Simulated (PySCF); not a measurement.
Mapped SMILES: `[F:1][SiH2:2][Si@H:3]([SiH3:4])[O:5][SiH3:6]` (H(Xn): hydrogen on atom n). Ha(Si2) is pro-R; Hb(Si2) is pro-S.

[PySCF: NMR shieldings at PBE0/pcSseg-1/GIAO; structure optimised with GFN2-xTB; non-relativistic; one computed conformer; no solvent; fast rotation and ring inversion assumed for equivalent nuclei]

δ = σ(ref) − σ, references computed at the same level: ¹H and ²⁹Si against TMS; ¹⁹F vs CFCl3; ¹⁷O vs H2O.

```csv
atoms,nucleus,count,Hirshfeld charge,δ (ppm)
Ha(Si2),¹H,1,-0.08,5.69
H(Si4),¹H,3,-0.07,?
Si2,²⁹Si,1,0.34,0.7
Si3,²⁹Si,1,0.27,-20.8
Si6,²⁹Si,1,0.39,?
Si4,²⁹Si,1,0.21,-117.1
F1,¹⁹F,1,-0.22,?
Hb(Si2),¹H,1,-0.07,5.82
H(Si3),¹H,1,-0.08,6.19
O5,¹⁷O,1,-0.31,-19.6
H(Si6),¹H,3,-0.08,4.94
```

Complete the table.

Answers


- H(Si4): 3.68 ppm, hydrogen on a silicon bonded to Si
- F1: -262.4 ppm, fluorine bonded to Si
- Si6: -40.2 ppm, silicon bonded to O, 3 H

Unscaled 19F shifts against computed CFCl3 carry errors that often reach 10 to 50 ppm. Experimental scales use liquid or dissolved standards, which lie at an offset from isolated H2O (liquid H2O: subtract about 36 ppm).
